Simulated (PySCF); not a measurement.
## Polarisability and C₆ of Co⁺ (cobalt, charge +1)

[Ar] 3d8, high-spin 3F determinant. All numbers are calculated (PySCF 2.14, scalar relativity by spin-free X2C-1e, in aug-cc-pVDZ-DK). Coupled (time-dependent) response in atomic units; α is the mean over directions. A double-zeta set is small for polarisabilities.

```csv
method,mean α (bohr³),C₆ (like pair),S(−4)
UHF,6.499,21.35,37.59
PBE,10.22,33.67,142.0
PBE0,8.793,29.03,90.86
B97-3,8.390,27.91,74.87
```

S(−4) is the Cauchy moment in α(ω) = α(0) + S(−4) ω² + …

α(iu) at PBE0:

```json
{"u (hartree)": "0", "α(iu) (bohr³)": "8.793"}
{"u (hartree)": "0.0500", "α(iu) (bohr³)": "8.575"}
{"u (hartree)": "0.100", "α(iu) (bohr³)": "8.014"}
{"u (hartree)": "0.200", "α(iu) (bohr³)": "6.589"}
{"u (hartree)": "0.300", "α(iu) (bohr³)": "5.413"}
{"u (hartree)": "0.500", "α(iu) (bohr³)": "3.998"}
{"u (hartree)": "0.750", "α(iu) (bohr³)": "3.058"}
{"u (hartree)": "1.00", "α(iu) (bohr³)": "2.459"}
{"u (hartree)": "1.50", "α(iu) (bohr³)": "1.694"}
{"u (hartree)": "2.00", "α(iu) (bohr³)": "1.236"}
{"u (hartree)": "3.00", "α(iu) (bohr³)": "0.7483"}
{"u (hartree)": "5.00", "α(iu) (bohr³)": "0.3659"}
```

A single London oscillator, α(iu) = α/(1 + u²/ω²), gives C₆ = (3/4) ω α². Matching the computed C₆ needs ω = 4 × 29.03 / (3 × 8.793²) = 0.501 hartree.

For an ion, C₆ is the dispersion term alone; charge-induced terms of lower order in 1/R come first.
